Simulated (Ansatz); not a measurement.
Calculated with Ansatz (gas phase, PBE0-D4/def2-TZVP geometries, no zero-point term in ΔE). CCSD(T)/CBS adds triple-zeta CCSD(T) − MP2 to the extrapolated MP2 energy (def2 sets, frozen cores). This one scheme is used for every species.

Reaction (hydrogenolysis of a C–F bond): `FB1CC1F` + H₂ → `FB1CC1` + H–F

`FB1CC1F`:

```xyz
8

F    -0.704    1.222    1.831
B    -0.367    0.615    0.726
C     0.758    0.276   -0.234
C    -0.593   -0.501   -0.283
F    -0.610   -1.836    0.019
H     1.571   -0.231    0.293
H     1.089    0.753   -1.150
H    -1.144   -0.299   -1.200
```

H₂:

Z-matrix (Å, degrees):
```
H
H 1 0.746
```

`FB1CC1`:

Cartesian coordinates in Å:
```
F -1.961 0.208 1.170
B -0.840 0.089 0.501
C -0.144 0.002 -0.836
C 0.662 -0.058 0.527
H -0.165 -0.911 -1.423
H 0.010 0.887 -1.448
H 1.131 -1.008 0.767
H 1.307 0.790 0.742
```

H–F:

```xyz
2

F    -0.308    0.234    0.249
H     0.308   -0.234   -0.249
```

```tsv
species	CCSD(T)/CBS(def2) energy (Eh)
`FB1CC1F`	-302.27015
H₂	-1.17544
`FB1CC1`	-203.10011
H–F	-100.39570
```

(1) Work out ΔE.

Largest T1 diagnostic among the species: 0.013.

## Answers

(1) ΔE = (-203.10011) + (-100.39570) − (-302.27015) − (-1.17544) = -0.05022 Eh = -131.9 kJ/mol.

Leaving LDA and LC-ωPBE aside and taking each functional with its dispersion term where it has one, the values, not all of them listed here, spread over 24.2 kJ/mol, from PBE-QIDH to BLYP-D4. From BLYP to BHLYP (50 % exact exchange), in def2-TZVPP and without D4, ΔE moves by −15.6 kJ/mol.
